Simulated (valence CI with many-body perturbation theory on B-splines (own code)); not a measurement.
**W68+: E2, E3, M1, M2 decay**

Method: configuration interaction combined with many-body perturbation theory (CI+MBPT): four valence electrons over a frozen Dirac-Fock core [He], radial functions for each j: 11 s, 11 p, 10 d, 8 f, 5 g, 2 h, with the one-electron correlation potential Σ1 (screened to all orders), the two-electron term Σ2, the three-electron term Σ3, Breit, model QED; selected single and double excitations, second order for the rest, scaled by the run's own slope (own B-spline code, finite nucleus).

The last digits are not significant, and no measured levels were compared; by estimate large intervals hold to a few tenths of a per cent, small ones and those within an open d or f shell to about a per cent. Among the levels kept, up to 1300 cm⁻¹ of a level comes from second order outside the variational space, and about a tenth of that is noise between levels of different J, which matters for small intervals.

Lines 1 to 50 of 87 in falling wavelength, among levels below 14489 eV, chosen from the decays that carry over 1 % of a level's rate. Wavelengths and rates use the calculated energies. Electric multipoles are in the length gauge, E1 and E2 with the static RPA response of the core. S is in atomic units (e²a₀⁴ for E2 and M2, e²a₀⁶ for E3), for M1 in squared Bohr magnetons. Weak lines are less certain than strong ones. Lines between different terms over intervals too small for the method are left out, as are lines whose strength nearly cancels.

Levels are named by their leading jj configuration (3d3/2^4 stands for four electrons in 3d with j = 3/2), which in mixed levels can hold well under half, so a name can repeat and another be missing. Letters in brackets count levels of one name in rising energy.

| λ vac (nm) | Upper | Lower | Type | A (s⁻¹) | S (a.u.) |
| --- | --- | --- | --- | --- | --- |
| 0.8785 | (2s^2 2p1/2 2p3/2) J=1 | (2s^2 2p1/2^2) J=0 | M1 | 1.73e+10 | 1.30e+00 |
| 0.8673 | (2s^2 2p1/2 2p3/2) J=2 | (2s^2 2p1/2^2) J=0 | E2 | 9.08e+07 | 1.99e-05 |
| 0.8637 | (2s^2 2p3/2^2) J=2 | (2s^2 2p1/2 2p3/2) J=2 | M1 | 1.35e+10 | 1.61e+00 |
| 0.8628 | (2s^2 2p3/2 3d5/2) J=4 | (2s^2 2p1/2 3d5/2) J=3 | M1 | 1.31e+10 | 2.81e+00 |
| 0.8528 | (2s^2 2p3/2^2) J=2 | (2s^2 2p1/2 2p3/2) J=1 | M1 | 1.34e+10 | 1.55e+00 |
| 0.8174 | (2s^2 2p3/2^2) J=0 | (2s^2 2p1/2 2p3/2) J=1 | M1 | 2.97e+10 | 6.02e-01 |
| 0.1370 | (2s^2 2p3/2 3p1/2) J=2 | (2s^2 2p3/2^2) J=0 | E2 | 5.56e+11 | 1.20e-05 |
| 0.1368 | (2s^2 2p1/2 3p1/2) J=1 | (2s^2 2p1/2 2p3/2) J=2 | E2 | 1.47e+12 | 1.89e-05 |
| 0.1368 | (2s^2 2p1/2 3p1/2) J=1 | (2s^2 2p1/2 2p3/2) J=2 | M1 | 4.73e+10 | 1.34e-02 |
| 0.1367 | (2s 2p1/2^2 3p1/2) J=0 | (2s 2p1/2^2 2p3/2) J=2 | E2 | 2.91e+12 | 1.24e-05 |
| 0.1365 | (2s^2 2p1/2 3p1/2) J=1 | (2s^2 2p1/2 2p3/2) J=1 | E2 | 1.47e+12 | 1.86e-05 |
| 0.1361 | (2s^2 2p3/2 3p1/2) J=1 | (2s^2 2p3/2^2) J=2 | E2 | 1.49e+12 | 1.87e-05 |
| 0.1361 | (2s^2 2p3/2 3p1/2) J=2 | (2s^2 2p3/2^2) J=2 | E2 | 2.05e+12 | 4.27e-05 |
| 0.1360 | (2s^2 2p1/2 3p1/2) J=0 | (2s^2 2p1/2 2p3/2) J=2 | E2 | 2.89e+12 | 1.20e-05 |
| 0.1355 | (2s 2p3/2^2 3p1/2) J=0 | (2s 2p3/2^3) J=2 | E2 | 1.56e+12 | 6.37e-06 |
| 0.1329 | (2s^2 2p3/2 3d5/2) J=4 | (2s 2p1/2 2p3/2^2) J=2 [b] | E2 | 6.09e+09 | 2.03e-07 |
| 0.1321 | (2s 2p1/2 2p3/2 3p3/2) J=4 | (2s 2p1/2 2p3/2^2) J=2 [b] | E2 | 1.04e+11 | 3.37e-06 |
| 0.1315 | (2s^2 2p3/2 3d5/2) J=4 | (2s 2p1/2 2p3/2^2) J=3 | E2 | 4.28e+10 | 1.35e-06 |
| 0.1314 | (2s 2p3/2^2 3p3/2) J=4 | (2s 2p3/2^3) J=2 | E2 | 5.30e+11 | 1.66e-05 |
| 0.1308 | (2s 2p1/2 2p3/2 3p3/2) J=4 | (2s 2p1/2 2p3/2^2) J=3 | E2 | 8.81e+11 | 2.71e-05 |
| 0.1308 | (2s 2p1/2 2p3/2 3p3/2) J=0 [b] | (2s 2p1/2 2p3/2^2) J=2 [b] | E2 | 1.61e+12 | 5.50e-06 |
| 0.1308 | (2s 2p1/2 2p3/2 3p3/2) J=3 [a] | (2s 2p1/2 2p3/2^2) J=2 [a] | E2 | 8.92e+11 | 2.13e-05 |
| 0.1308 | (2s^2 2p3/2 3p3/2) J=2 | (2s^2 2p3/2^2) J=0 | E2 | 5.93e+11 | 1.01e-05 |
| 0.1307 | (2s 2p1/2 2p3/2 3p3/2) J=1 [d] | (2s 2p1/2 2p3/2^2) J=2 [b] | E2 | 9.18e+11 | 9.36e-06 |
| 0.1305 | (2s 2p1/2 2p3/2 3p3/2) J=1 [d] | (2s 2p1/2 2p3/2^2) J=1 [a] | E2 | 8.06e+11 | 8.18e-06 |
| 0.1305 | (2s 2p1/2^2 3p3/2) J=2 | (2s 2p1/2^2 2p3/2) J=2 | E2 | 1.00e+12 | 1.69e-05 |
| 0.1304 | (2s^2 2p1/2 3p3/2) J=2 | (2s^2 2p1/2 2p3/2) J=2 | E2 | 1.01e+12 | 1.70e-05 |
| 0.1304 | (2s^2 2p1/2 3p3/2) J=1 | (2s^2 2p1/2 2p3/2) J=2 | E2 | 7.32e+11 | 7.39e-06 |
| 0.1303 | (2s^2 2p3/2 3p3/2) J=3 | (2s^2 2p3/2^2) J=2 | E2 | 1.15e+12 | 2.70e-05 |
| 0.1303 | (2s^2 2p3/2 3p3/2) J=1 | (2s^2 2p3/2^2) J=2 | E2 | 1.16e+12 | 1.16e-05 |
| 0.1302 | (2s 2p1/2 2p3/2 3p3/2) J=4 | (2s 2p1/2 2p3/2^2) J=2 [a] | E2 | 5.70e+10 | 1.71e-06 |
| 0.1302 | (2s^2 2p1/2 3p3/2) J=2 | (2s^2 2p1/2 2p3/2) J=1 | E2 | 4.42e+11 | 7.38e-06 |
| 0.1302 | (2s^2 2p1/2 3p3/2) J=1 | (2s^2 2p1/2 2p3/2) J=1 | E2 | 7.29e+11 | 7.29e-06 |
| 0.1298 | (2s 2p3/2^2 3p3/2) J=0 | (2s 2p3/2^3) J=2 | E2 | 6.01e+11 | 1.98e-06 |
| 0.1295 | (2s^2 2p3/2 3p3/2) J=0 | (2s^2 2p3/2^2) J=2 | E2 | 2.97e+12 | 9.68e-06 |
| 0.1294 | (2s 2p1/2 2p3/2 3p3/2) J=1 [d] | (2s 2p1/2 2p3/2^2) J=3 | E2 | 5.27e+11 | 5.11e-06 |
| 0.1289 | (2s 2p1/2 2p3/2 3p3/2) J=0 [b] | (2s 2p1/2 2p3/2^2) J=2 [a] | E2 | 3.99e+11 | 1.27e-06 |
| 0.1287 | (2s 2p3/2^2 3d5/2) J=4 [a] | (2s 2p3/2^3) J=2 | M2 | 1.26e+11 | 3.59e-06 |
| 0.1283 | (2s 2p1/2 2p3/2 3d5/2) J=5 | (2s 2p1/2 2p3/2^2) J=3 | M2 | 7.93e+10 | 2.71e-06 |
| 0.1283 | (2s 2p1/2 2p3/2 3d5/2) J=5 | (2s 2p1/2 2p3/2^2) J=3 | E3 | 4.41e+09 | 8.83e-07 |
| 0.1278 | (2s^2 2p3/2 3d5/2) J=4 | (2s^2 2p3/2^2) J=2 | M2 | 7.47e+10 | 2.05e-06 |
| 0.1278 | (2s^2 2p3/2 3d5/2) J=4 | (2s^2 2p3/2^2) J=2 | E3 | 5.54e+09 | 8.83e-07 |
| 0.1137 | (2s 2p1/2 2p3/2 3p3/2) J=4 | (2s 2p1/2^2 2p3/2) J=2 | E2 | 1.59e+12 | 2.43e-05 |
| 0.1136 | (2s 2p3/2^2 3p3/2) J=4 | (2s 2p1/2 2p3/2^2) J=3 | E2 | 6.70e+11 | 1.02e-05 |
| 0.1135 | (2s 2p1/2 2p3/2 3p3/2) J=1 [d] | (2s 2p1/2^2 2p3/2) J=1 | E2 | 8.64e+11 | 4.36e-06 |
| 0.1135 | (2s 2p3/2^2 3p3/2) J=0 | (2s 2p1/2 2p3/2^2) J=2 [b] | E2 | 1.80e+12 | 3.02e-06 |
| 0.1134 | (2s^2 2p1/2 3p3/2) J=2 | (2s^2 2p1/2^2) J=0 | E2 | 1.44e+12 | 1.21e-05 |
| 0.1133 | (2s 2p3/2^2 3p3/2) J=2 [c] | (2s 2p1/2 2p3/2^2) J=1 [b] | E2 | 5.10e+11 | 4.25e-06 |
| 0.1133 | (2s 2p3/2^2 3p3/2) J=2 [c] | (2s 2p1/2 2p3/2^2) J=2 [b] | E2 | 7.26e+11 | 6.05e-06 |
| 0.1132 | (2s^2 2p3/2 3p3/2) J=3 | (2s^2 2p1/2 2p3/2) J=2 | E2 | 7.40e+11 | 8.61e-06 |
